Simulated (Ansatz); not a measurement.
This geometry of CH$_{9}$GeNSn (13 atoms, charge 0, multiplicity 1) is a first-order saddle point.

Method: RKS PBE-D4/def2-SVP (Ansatz 0.2.0).

```xyz
13
Properties=species:S:1:pos:R:3
C -1.605 0.016 1.395
Ge -0.118 -1.109 0.729
N 1.283 -0.156 -0.035
Sn 1.130 0.843 -1.837
H -1.378 1.085 1.208
H -2.550 -0.237 0.874
H -1.752 -0.129 2.484
H -0.627 -2.054 -0.395
H 0.492 -1.938 1.897
H 1.831 0.371 0.657
H 0.551 -0.325 -2.966
H 2.721 1.397 -2.220
H 0.043 2.200 -1.778
```

Task: Which two structures does it join? (They come from a converged band through this point; their orientation in space is the band's.)

Result: No bond is made or broken. The dihedral H7–C1–Ge2–N3 goes from -180 to -60°. The two ends are copies of one structure, up to a mirror image or an exchange of like atoms.

Image 0:

```xyz
13
Properties=species:S:1:pos:R:3
C -1.432 0.136 1.545
Ge 0.050 -0.993 0.895
N 1.279 -0.091 -0.168
Sn 0.849 0.622 -2.058
H -1.041 0.976 2.152
H -2.000 0.554 0.690
H -2.127 -0.459 2.172
H -0.516 -2.137 0.006
H 0.835 -1.579 2.106
H 1.867 0.560 0.367
H 0.259 -0.737 -2.942
H 2.340 1.222 -2.693
H -0.342 1.891 -2.058
```

Image 6:

```xyz
13
Properties=species:S:1:pos:R:3
C -1.615 -0.014 1.373
Ge -0.123 -1.120 0.709
N 1.279 -0.141 -0.019
Sn 1.151 0.879 -1.810
H -2.045 0.588 0.547
H -2.416 -0.655 1.795
H -1.263 0.676 2.165
H -0.626 -2.045 -0.436
H 0.464 -1.966 1.877
H 1.815 0.377 0.687
H 0.583 -0.280 -2.955
H 2.750 1.429 -2.166
H 0.065 2.238 -1.752
```

Task: How far does it lie above each of them?

Result: 0.046 eV above the first and 0.046 eV above the second. This is the barrier of this one path; another mechanism may lie lower.

The run took 51 s on 2 threads of Intel(R) Xeon(R) CPU @ 2.60GHz (Ice Lake), on a shared host, peak memory 0.21 GiB.
